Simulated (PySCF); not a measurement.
B3LYP has the VWN-RPA correlation part, as in Gaussian. Excitations are Tamm–Dancoff values on a coarser integration grid. The basis has no diffuse functions, so Rydberg states are missing or too high.

Cartesian coordinates (Å):
```xyz
16

F     -0.0062     3.1883     2.2614
Si    -0.0037     1.8521     1.3140
Si     1.5320     0.0886     1.2502
F      3.0999     0.1945     1.7377
Si     0.0742    -1.6895     1.0160
F     -0.3977    -2.8805     2.0488
Si    -1.6075     0.1570     1.1480
F     -2.6891    -0.2191     2.3293
Si    -1.5992    -0.1641    -1.1413
F     -2.6837     0.2177    -2.3185
Si     0.0708     1.6956    -1.0186
F     -0.4167     2.8792    -2.0524
Si     1.5255    -0.0848    -1.2455
F      3.0887    -0.1809    -1.7493
Si     0.0037    -1.8583    -1.3168
F      0.0090    -3.1957    -2.2627
```
Charge 0, multiplicity 1.

Q: Give the LUMO, S1–T1 gap (TDA) and HOMO–LUMO gap at the level B3LYP-D3(BJ)/def2-SVP // PBE-D3(BJ)/def2-SVP in PySCF.

A: 
The LUMO is -3.48 eV, the S1–T1 gap (TDA) is 0.26 eV and the HOMO–LUMO gap comes out as 3.36 eV.
